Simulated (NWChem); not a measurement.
System: CdNH$_{3}$Se; SMILES [NH2][Cd][SeH]

The following NWChem deck was run.

```
start job
memory heap 200 mb stack 900 mb global 1100 mb
geometry units angstroms noautoz
  Cd     0.497414    -0.452253     0.101719
  N      1.085862    -2.368517    -0.051854
  H      1.169207    -2.704000    -1.010147
  H      0.494693    -3.034675     0.442709
  Se    -0.019776     1.933465     0.314919
  H     -1.329155     1.742276    -0.331854
end
basis spherical
  * library def2-svpd
end
ecp
  Cd library def2-ecp
end
dft
  xc b3lyp
  iterations 150
end
tddft
  cis
  nroots 6
  notriplet
end
task tddft energy
```

Structure relaxed at the PBE0/def2-SVP level. No frequency run checked for a minimum. B3LYP is NWChem's, with the RPA form of VWN correlation. def2 effective core potentials on Cd; no spin-orbit coupling.

Vertical excitations in the gas phase.

### Question
What results follow from this input? (B3LYP/def2-SVPD with def2 effective core potentials on Cd, TDA.) Quantities: lowest excitation, singlet (eV); oscillator strength of that lowest state; lowest state with f > 0.02, singlet (eV); oscillator strength of that bright state; orbital gap (eV).

### Answer
| Property | Value |
|---|---|
| lowest excitation, singlet (eV) | 4.24 |
| oscillator strength of that lowest state | 0.030 |
| lowest state with f > 0.02, singlet (eV) | 4.24 |
| oscillator strength of that bright state | 0.030 |
| orbital gap (eV) | 5.18 |
